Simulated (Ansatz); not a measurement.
Species: TiF3, charge 0, multiplicity 2. SMILES: [F][Ti]([F])[F]

Atoms: Ti1, F2, F3, F4. Bonds: Ti1-F2, Ti1-F3, Ti1-F4.

Bond lengths (Å) and angles (degrees) optimised at HF/STO-3G with Ansatz (an electronic-structure program); HF/3-21G with Ansatz; HF/6-31G* with LANL2DZ past Ar with Ansatz; PBE/6-31G* with LANL2DZ past Ar with Ansatz; B3LYP/6-31G* with LANL2DZ past Ar with Ansatz; MP2/6-31G* with LANL2DZ past Ar with Ansatz, each started from the B3LYP-D3(BJ)/def2-TZVP structure (Ansatz) of the last column. A row stands for all coordinates that are equal there. 6-31G* holds six Cartesian d functions. No wavenumbers were computed at HF/STO-3G, PBE/6-31G* with LANL2DZ past Ar, MP2/6-31G* with LANL2DZ past Ar, so these may be saddle points.

```tsv
coordinate	HF/STO-3G	HF/3-21G	HF/6-31G* with LANL2DZ past Ar	PBE/6-31G* with LANL2DZ past Ar	B3LYP/6-31G* with LANL2DZ past Ar	MP2/6-31G* with LANL2DZ past Ar	B3LYP-D3(BJ)/def2-TZVP
Ti1-F2	1.695	1.764	1.774	1.762	1.761	1.780	1.780
F2-Ti1-F3	114.4	120.0	120.0	120.0	120.0	120.0	120.0
```

Mean signed difference of all 3 bond lengths from B3LYP-D3(BJ)/def2-TZVP: HF/STO-3G -0.085 Å, HF/3-21G -0.016 Å, HF/6-31G* with LANL2DZ past Ar -0.006 Å, PBE/6-31G* with LANL2DZ past Ar -0.018 Å, B3LYP/6-31G* with LANL2DZ past Ar -0.019 Å, MP2/6-31G* with LANL2DZ past Ar 0.000 Å.
